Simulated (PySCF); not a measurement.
# Energy profile

The step: GaH₃O₃ ([OH][Ga]([OH])[OH]) + H₂ → GaH₃O₂ ([OH][GaH][OH]) + H₂O (still joined by a long Ga–O bond); bonds formed: Ga1–H6, O2–H5; bonds broken: H5–H6; bonds weakened to dative contacts: Ga1–O2 (atoms numbered as in the saddle structure below).

Ga1  (-0.132, -0.451, 0.166)
O2  (0.200, 1.000, -1.086)
O3  (1.294, -1.251, 0.865)
O4  (-1.573, -1.413, -0.206)
H5  (-0.123, 1.408, 0.093)
H6  (-0.470, 1.157, 1.002)
H7  (1.103, 1.156, -1.381)
H8  (1.898, -0.658, 1.313)
H9  (-2.199, -0.948, -0.765)
(Å)

Electronic energies by CCSD(T) at an estimated basis limit (MP2 extrapolated from triple and quadruple zeta, plus CCSD(T) − MP2 in triple zeta), on PBE0-D4/def2-TZVP structures; GaH5O3, closed shell; no counterpoise correction. Computed with PySCF 2.14 with density fitting (its default auxiliary sets; JK sets also for MP2 and CCSD(T)) (basis: def2-TZVPP and def2-QZVPP); correlated methods freeze the cores. Filled d shells of the heavier atoms are correlated. The def2 sets are not built for correlating such inner shells, so the correlated values are less sure here. Extrapolation: Hartree–Fock as exp(−7.88 √X), correlation as X^−2.97.

Q: Give the profile in kJ/mol, counted from the separated reactants. (An estimate is asked for; the value comes from the calculation.)

A: By the calculation:
```tsv
point	kJ/mol
separated: GaH3O3 (linked as [OH][Ga]([OH])[OH]; Ga1, O2, O3, O4, H7, H8, H9; singlet) + H2 (H5, H6; singlet)	0.0
start structure	-5.8
saddle	105.2
end structure	-31.1
separated: GaH3O2 (linked as [OH][GaH][OH]; Ga1, O3, O4, H6, H8, H9; singlet) + H2O (O2, H5, H7; singlet)	28.7
```

The T1 diagnostic stays at or below 0.015.

For scale, one of the runs: CCSD(T)/def2-TZVPP, 211 basis functions, launched by `OMP_NUM_THREADS=4 python run.py`. The run took 14 min on 4 CPU threads of an Arm Neoverse V2 (shared host), with 4 GiB of host memory at its peak.
